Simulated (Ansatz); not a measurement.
`[Cl][Hf]([Cl])([Cl])[Br]` + H–F → `[F][Hf]([Cl])([Cl])[Cl]` + HBr at 500 K and 1 bar (ligand exchange at the Hf–Br bond).

Isolated molecules relaxed with PBE0-D4/def2-TZVP in Ansatz; ΔE leaves out vibrations. CCSD(T)/CBS is the MP2 limit (def2-TZVPP, def2-QZVPP) plus CCSD(T) − MP2 in def2-TZVPP, frozen cores. This one scheme is used for every species. def2 core potentials past Kr. For Br, Hf outer-core shells are correlated without core-valence functions, which leaves a few kJ/mol of doubt a bond. Scalar relativity is left out up to krypton.

```
                   species  CCSD(T)/CBS energy (Eh)  H − E (kJ/mol)  S (J/(mol·K))
`[Cl][Hf]([Cl])([Cl])[Br]`              -4000.86634            55.7          451.1
                       H–F               -100.39570            39.4          188.7
 `[F][Hf]([Cl])([Cl])[Cl]`              -1527.34680            56.8          426.8
                       HBr              -2573.91920            30.5          213.7
```

H − E and S are ideal-gas, rigid-rotor, harmonic terms from PBE0-D4/def2-TZVP. 1 Eh = 2625.50 kJ/mol, R = 8.31446 J/(mol·K).

Task: By hand: ΔE, ΔH, ΔS and ΔG.

Result: ΔE = (-1527.34680) + (-2573.91920) − (-4000.86634) − (-100.39570) = -0.00396 Eh = -10.4 kJ/mol. Δ(H − E) = 56.8 + 30.5 − 55.7 − 39.4 = -7.8, so ΔH = -18.2 kJ/mol. ΔS = 426.8 + 213.7 − 451.1 − 188.7 = 0.7 J/(mol·K). ΔG = -18.2 − 500 × (0.7)/1000 = -18.6 kJ/mol.

Task: By hand: the equilibrium constant, and the temperature at which ΔG would vanish if ΔH and ΔS stayed fixed.

Result: log₁₀ K = −ΔG/(RT ln 10) = 1.9. ΔH and −TΔS have one sign here, so there is no such temperature.

The number of gas molecules stays the same, so ΔS is small and ΔH decides. A doubt of 5 kJ/mol in ΔE shifts log₁₀ K by 0.5 here. These are equilibria of isolated gas molecules and say nothing of rates. Largest T1 diagnostic: 0.014 (customary marks: 0.02 for closed shells, 0.045 for open ones).

ΔS is within the doubt of such terms, so its sign, and with it that verdict, could turn.
